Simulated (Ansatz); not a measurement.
SnBr₂⁺. The state is a doublet with charge 1. Geometry relaxed at B3LYP-D4/def2-TZVP.

```xyz
3

Sn    1.3723   -0.0046    0.4218
Br   -0.7238    1.4899   -0.0723
Br   -0.6485   -1.4853   -0.3495
```

In the def2 sets Sn takes a core potential; there is no spin–orbit coupling. In the doublet, Br2 and Br3 lie 2.99 Å apart (atoms count from 1), so these atoms are partly bonded to each other. The structure comes from a short search, and lower isomers may exist.

Task: Estimate the harmonic wavenumbers at UKS B3LYP-D4/def2-TZVP (Ansatz, unscaled). Is this a minimum?

Result: 120, 157, 234 cm⁻¹. Yes, no mode is imaginary beyond noise. Zero-point energy 3.1 kJ/mol. Hardware: 4 threads of Arm Neoverse V2 on a shared host. Wall time 34 s, peak host memory 0.64 GiB.
